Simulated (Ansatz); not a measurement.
`N#C[SiH]F` radical. Charge 0, multiplicity 2.

```xyz
5

N    -0.2706   -1.4775   -1.6769
C    -0.1128   -0.7809   -0.7705
Si    0.1612    0.1653    0.7805
F     1.3131    1.2297    0.5121
H    -1.0908    0.8635    1.1548
```

Problem. Give the diagnostics of a CCSD(T)/def2-TZVPP run (frozen core, Ansatz). (Estimate.)

Solution. Computed: T1 = 0.0218, largest single amplitude 0.040, largest double 0.042, (T) share of the correlation energy 4.1 %, 13 CCSD cycles. ⟨S²⟩ of the UHF reference is 0.796 against 0.75 for a pure state. T1 lies under the customary mark of 0.045 for open shells.
